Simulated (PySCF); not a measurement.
Yb⁺: excitation energy

Yb⁺ [Xe] 4f14 6s1 (2S) → Yb⁺ [Xe] 4f14 6p1 (2P), as a difference of total energies. Computed with PySCF 2.14 in cc-pVDZ-X2C (8s7p5d3f1g, 84 functions), with scalar relativity by spin-free X2C-1e. Correlated levels: valence: [Kr] 4d10 frozen. The calculations carry no spin-orbit coupling.

```csv
method,excitation energy (cm⁻¹)
UHF,26949
MP2 (valence),30167
SCS-MP2 (valence),29519
CCSD (valence),29244
CCSD(T) (valence),29240
```

Errors of the correlated levels include the incompleteness of this basis and the frozen core.

The basis was made for the ground configuration and has no added diffuse functions, so the excitation energy can come out too high.

For comparison: 29282 cm⁻¹ (measured; NIST levels, between the centres of gravity of the two terms).
